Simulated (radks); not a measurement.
Effect of the nuclear size on the zirconium ion Zr20+, [Ar] 3d2. All-electron calculation, Dirac Kohn-Sham, relativistic LDA (MacDonald-Vosko exchange, VWN5 correlation), spin-unpolarised, spherical densities, finite nucleus; open shells are shared between the two j in proportion to 2j + 1; Fermi nuclear charge, rms radius 4.2694 fm. Program: a radial shooting solver on a logarithmic mesh with Libxc functionals. The rms radius is varied about that value; shifts are against it.

rms radius (fm)  total energy shift (eV)  density at nucleus (e/bohr^3)  1s1/2 shift (meV)  2s1/2 shift (meV)  3s1/2 shift (meV)  3p1/2 shift (meV)  3d5/2 shift (meV)  4s1/2 (empty) shift (meV)  4p1/2 (empty) shift (meV)
3.518                             -0.349                      7.554e+04               -147              -15.6              -3.29              0.232              0.229                      -1.08                      0.069
4.1029                           -0.0826                       7.44e+04              -34.7              -3.68             -0.778              0.055              0.054                     -0.256                      0.016
4.2694                                 0                      7.411e+04              0.000              0.000              0.000              0.000              0.000                      0.000                      0.000
4.6451                             0.197                       7.35e+04               82.9               8.80               1.86             -0.131             -0.129                      0.610                     -0.039
4.961                              0.375                      7.303e+04                157               16.7               3.53             -0.249             -0.246                       1.16                     -0.074

Slopes of the eigenvalues against <r^2> in GHz/fm^2, as finite differences over the two radii next to the reference (eigenvalue slopes, not the field-shift constants of lines): 1s1/2 5990, 2s1/2 636, 3s1/2 134, 3p1/2 -9.49, 3d5/2 -9.36, 4s1/2 (empty) 44.1, 4p1/2 (empty) -2.84.
